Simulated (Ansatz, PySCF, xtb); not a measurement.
Gas-phase reaction R1 + R2 → P1, each structure at its B3LYP-D3(BJ)/def2-TZVP stationary point, reached from a drawn start (curvature not checked).
P1, Cl4Ge (SMILES [Cl][Ge]([Cl])([Cl])[Cl]) (charge 0, multiplicity 1, Z-matrix in Å and degrees):
```
Ge
Cl 1 2.1338
Cl 1 2.1338 2 109.47
Cl 1 2.1338 2 109.47 3 -120.00
Cl 1 2.1338 2 109.47 3 120.00
```
R1, Cl2Ge (SMILES [Cl][Ge][Cl]) (charge 0, multiplicity 1):
```xyz
3

Ge     0.0000     0.0000    -0.9409
Cl     1.6936     0.0000     0.4705
Cl    -1.6936     0.0000     0.4705
```
R2, Cl2 (SMILES ClCl) (charge 0, multiplicity 1):
```xyz
2

Cl     0.0000     0.0000    -1.0067
Cl     0.0000     0.0000     1.0067
```

P less R. No zero-point or thermal terms; no spin–orbit coupling.

Cores are frozen in the correlated methods. In cc and def2 sets filled d and f shells under p-block atoms count as core.

Codes used: Ansatz (an electronic-structure program); PySCF for the D3/D4 terms; xtb for the GFN methods. All values are computed, each at the level named.

```json
[
 {"level": "GFN1-xTB", "reaction energy (eV)": "-4.359"},
 {"level": "HF/def2-SVP", "reaction energy (eV)": "-3.916"},
 {"level": "PBE/def2-TZVPP", "reaction energy (eV)": "-3.173"},
 {"level": "PBE-D3(BJ)/def2-TZVPP", "reaction energy (eV)": "-3.278"},
 {"level": "BLYP-D3(BJ)/def2-TZVPP", "reaction energy (eV)": "-2.982"},
 {"level": "revPBE-D4/def2-TZVPP", "reaction energy (eV)": "-3.259"},
 {"level": "r2SCAN/def2-TZVPP", "reaction energy (eV)": "-3.685"},
 {"level": "MP2/def2-SVP", "reaction energy (eV)": "-4.236"},
 {"level": "CCSD(T)/def2-QZVPP", "reaction energy (eV)": "[?]"}
]
```

What belongs in the gaps?


- CCSD(T)/def2-QZVPP, reaction energy (eV): -3.764
